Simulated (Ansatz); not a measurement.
Basis-set extrapolation for AlClFO, SMILES `[O][Al]([F])[Cl]` radical (PBE0-D4/def2-TZVP geometry, frozen core, Ansatz). Multiplicity 2, UHF reference.

```tsv
	def2-TZVPP	def2-QZVPP
HF	-875.975747	-876.004482
MP2 correlation	-0.687677	-0.755535
CCSD(T) correlation	-0.738754	not run
```

Energies in hartree. Use E(X) = E(∞) + A·exp(−7.88·√X) for Hartree–Fock and E(X) = E(∞) + B·X^(−2.97) for correlation, with X = 3 and 4, and add CCSD(T) minus MP2 of the smaller set to the MP2 limit.

Q: What is the CCSD(T) energy at the basis-set limit?

A: HF limit: -876.004482 + (-0.028735) × 0.13774 = -876.00844. MP2 limit: -0.755535 + (-0.067858) × 0.74074 = -0.80580. Higher-order term: -0.738754 − (-0.687677) = -0.05108. Total: -876.86532 hartree, 94.6 kcal/mol below CCSD(T)/def2-TZVPP.
